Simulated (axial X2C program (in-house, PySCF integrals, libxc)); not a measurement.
What spin–orbit coupling does to RbW

All values were computed with an axial X2C code built on PySCF integrals. Spin-free means the one-electron spin-free X2C Hamiltonian; two-component (2c) means X2C with spin–orbit coupling and atomic mean-field two-electron Coulomb and Gaunt terms, so the difference of the two also holds small scalar two-electron terms. Basis: W dyall-v2z [11s12p9d6f], Rb dyall-v2z [10s11p6d] (cores contracted in-house); Gaussian nuclei, density fitting, unrestricted open shells. Masses: W 183.951 u, Rb 84.912 u.

Spin-free state: M_S = 5/2, Λ = 0 (beyond evenly filled blocks: σα, π+α, π-α, δ+α, δ-α); fragments W + Rb.

| level | Re (Å) | ωe (cm⁻¹) | De (eV) | μ (D) |
| --- | --- | --- | --- | --- |
| PBE0 | 3.330 | 85.8 | n/a | 7.16 |
| BP86 | 3.299 | 88.0 | n/a | 7.39 |
| BLYP | 3.369 | 81.0 | 1.269 | 7.07 |

Dipoles are positive if Rb is the positive end.

Two-component determinant lowest at the distance of the search:

Ω = 5/2 (⟨Sz⟩ = 2.46, ⟨Lz⟩ = 0.04 at PBE0); fragments W + Rb.

```
level  Re (Å)  ωe (cm⁻¹)  μ (D)
 PBE0   3.330       86.0   7.18
 BP86   3.298       88.2   7.42
 BLYP   3.367       81.2   7.10
```

From the two tables, how do the constants change at the PBE0 level (2c against spin-free)?

At the PBE0 level Re is unchanged within 0.001 Å and ωe doesn't move by more than 0.2 cm⁻¹.

The state is one determinant whose occupation by symmetry is held fixed; it was picked as the lowest of a PBE0 search that is not exhaustive. De is counted from the lowest determinant-based energies of the atoms at the same level, without counterpoise correction. De is not given where an atomic determinant may have missed its ground term or J level, or where the truncated virtual space spoils (T). Density functionals use the spin component along the axis (collinear). Without a current term, density functionals place determinants with orbital angular momentum somewhat too high. With several unpaired electrons one determinant need not be a pure state. At some level and bond length an empty orbital lies below a filled one. This is the top spin component of a Σ state; components of lower Ω are not single determinants and can lie lower. The determinant is spin-polarised beyond a pure state at some levels (its spin-free form has ⟨S²⟩ too high), which makes Re and μ there less reliable.
